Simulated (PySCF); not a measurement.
Vertical excitations of a molecule C2H14Si4 from TDA-B3LYP/def2-SVPD (PySCF), as energy in eV (oscillator strength): 6.28 (0.030), 6.77 (0.002), 6.95 (0.017), 7.21 (0.062), 7.26 (0.383), 7.41 (0.006). Lowest triplet (TDA): 5.74 eV. Geometry optimised at PBE0-D3(BJ)/def2-SVP. One conformer was computed; it need not be the lowest.

Problem. Pick the molecule that these values belong to.
A. CC[Si]([SiH3])([SiH3])[SiH3]
B. [SiH3]C[SiH2]C([SiH3])[SiH3]
C. C[SiH2][SiH2]C([SiH3])[SiH3]
D. [SiH3]C[SiH2][SiH2]C[SiH3]

Solution. D, [SiH3]C[SiH2][SiH2]C[SiH3]
